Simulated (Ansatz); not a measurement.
This geometry of FGeH$_{5}$N$_{2}$ (9 atoms, charge 0, multiplicity 1) is a first-order saddle point.

Level of theory: Ansatz, RKS PBE-D4/def2-SVP.

```xyz
9
Properties=species:S:1:pos:R:3
N -0.669 1.260 -0.577
Ge 0.420 -0.171 -0.410
N 0.304 -0.702 1.337
F -0.204 -1.343 -1.585
H -1.104 1.527 -1.459
H -0.936 1.827 0.225
H 1.915 -0.019 -0.784
H 0.992 -1.410 1.615
H -0.630 -1.016 1.621
```

Task: Which two structures does it join? (They come from a converged band through this point; their orientation in space is the band's.)

Result: No bond is made or broken. The height of N1 over the plane of its neighbours goes from -0.35 to 0.36 Å.

Image 0:

```xyz
9
Properties=species:S:1:pos:R:3
N -0.889 1.157 -0.496
Ge 0.384 -0.158 -0.380
N 0.304 -0.754 1.342
F -0.162 -1.329 -1.590
H -1.076 1.462 -1.458
H -0.681 1.983 0.076
H 1.870 0.115 -0.739
H 0.974 -1.490 1.586
H -0.636 -1.033 1.642
```

Image 6:

```xyz
9
Properties=species:S:1:pos:R:3
N -0.490 1.436 -0.559
Ge 0.430 -0.140 -0.401
N 0.307 -0.680 1.346
F -0.304 -1.309 -1.523
H -0.962 1.550 -1.463
H -1.182 1.560 0.189
H 1.911 -0.044 -0.824
H 0.999 -1.392 1.606
H -0.622 -1.026 1.612
```

Task: How far does it lie above each of them?

Result: 1.2 kcal/mol above the first and 1.1 kcal/mol above the second. This is the barrier of this one path; another mechanism may lie lower.

Run time: 37 s on 2 threads of AMD EPYC 9R14 (Zen 4), with other jobs on the host, peak memory 0.16 GiB.
